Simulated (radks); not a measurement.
Results of a calculation; reference values are marked as such.
Radial electron density D(r) = 4 pi r^2 rho(r) of an atom or ion with 4 electrons. Code: a radial shooting solver on a logarithmic mesh with Libxc functionals. Model: scalar-relativistic Kohn-Sham, BLYP, spin-polarised, spherical densities, finite nucleus; Fermi nuclear charge, rms radius of each element as measured or else 0.836 A^(1/3) + 0.57 fm.

r (bohr),D(r) (e/bohr)
0.001487,1.567
0.001637,1.859
0.001802,2.202
0.001983,2.606
0.002183,3.078
0.002384,3.581
0.002624,4.217
0.002888,4.956
0.003179,5.811
0.0035,6.797
0.003852,7.929
0.00424,9.223
0.004668,10.69
0.005138,12.35
0.005656,14.21
0.006225,16.29
0.006853,18.57
0.007483,20.85
0.008237,23.52
0.009067,26.37
0.009981,29.35
0.01099,32.42
0.01209,35.51
0.01331,38.53
0.01465,41.37
0.01613,43.91
0.01775,46.01
0.01954,47.54
0.02151,48.37
0.02368,48.36
0.02586,47.56
0.02846,45.77
0.03133,43.06
0.03449,39.52
0.03796,35.31
0.04179,30.70
0.046,26.00
0.05063,21.54
0.05574,17.66
0.06135,14.65
0.06753,12.69
0.07434,11.81
0.08183,11.91
0.08936,12.63
0.09836,13.77
0.1083,14.87
0.1192,15.54
0.1312,15.50
0.1444,14.62
0.159,12.96
0.175,10.74
0.1926,8.286
0.212,5.918
0.2334,3.889
0.2569,2.335
0.2805,1.343
0.3088,0.6643
0.3399,0.2930
0.3741,0.1142
0.4118,0.03898
0.4533,0.01153
0.499,0.002911

What is the nuclear charge?

Answer. Z = 41. The innermost maximum, from 1s, lies near gamma/Z bohr with gamma = sqrt(1 - (Z/c)^2) = 0.954, here 0.0233 bohr (found: 0.0226), and its height grows with Z. The density is that of the niobium ion Nb37+ in [He] 2s2; the configuration itself is not fixed sharply by these data, and Z only to a few units. D(r) has 2 maxima, at r = 0.0226, 0.124 bohr, and minima at 0.0774 bohr, inside which lie 2.07 electrons.
